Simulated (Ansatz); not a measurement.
C3H6OSi can be A, `[SiH3]C1=CCO1`, or B, `COC#C[SiH3]`.

Program: Ansatz. Geometries: PBE0-D4/def2-TZVP. ΔE: electronic, gas phase. CCSD(T)/CBS adds triple-zeta CCSD(T) − MP2 to the extrapolated MP2 energy (def2 sets, frozen cores). Functionals use def2-TZVPP. B3LYP here is the variant with VWN-RPA as its local correlation; programs differ in this.

A:

```xyz
11

Si    1.1402   -0.3562    1.5489
C     0.0889    0.0145    0.0544
C    -1.1078   -0.3313   -0.4435
C    -0.8110    0.5714   -1.5999
O     0.4661    0.8790   -0.9717
H     2.4331   -0.9566    1.1331
H     1.4087    0.8891    2.3117
H     0.3770   -1.3144    2.3860
H    -1.9200   -0.9724   -0.1454
H    -1.4182    1.4742   -1.6990
H    -0.6571    0.1025   -2.5746
```

B:

```xyz
11

C    -1.5909    1.9194   -0.3367
O    -0.2000    1.8459    0.0123
C     0.2788    0.6563    0.0936
C     0.7570   -0.4526    0.1772
Si    1.4826   -2.1020    0.3030
H    -1.7524    1.4622   -1.3143
H    -1.8355    2.9785   -0.3669
H    -2.1903    1.4106    0.4201
H     0.4483   -3.1230   -0.0057
H     2.6052   -2.2527   -0.6583
H     1.9972   -2.3427    1.6757
```

**Question.** Which isomer does CCSD(T)/CBS put lower? Give the gap. (An estimate is asked.)

**Answer.** Computed: A, by 19.6 kJ/mol.

**Question.** Give E(B) − E(A) in kJ/mol with B2PLYP, CCSD(T)/def2-TZVPP, MP2/def2-TZVPP, r2SCAN-D4, ωB97M-V, B3LYP, HF/def2-TZVPP. (An estimate is asked.)

**Answer.** The calculation gave: B2PLYP 6.2, CCSD(T)/def2-TZVPP 18.0, MP2/def2-TZVPP 13.3, r2SCAN-D4 21.8, ωB97M-V 22.4, B3LYP 5.0, HF/def2-TZVPP -16.1. The order is the other way round with HF/def2-TZVPP.

Largest T1 diagnostic: 0.014.

In def2-TZVPP, CCSD(T) changes the Hartree–Fock value by +34.1 kJ/mol (the triples alone add +3.5 kJ/mol) and MP2 by +29.4 kJ/mol. The D4 term adds +5.1 kJ/mol with B3LYP and +2.6 kJ/mol with PBE0; it sums over pairs of atoms, weighted by their polarisabilities, and B3LYP, whose exchange is more repulsive, gets the larger term.
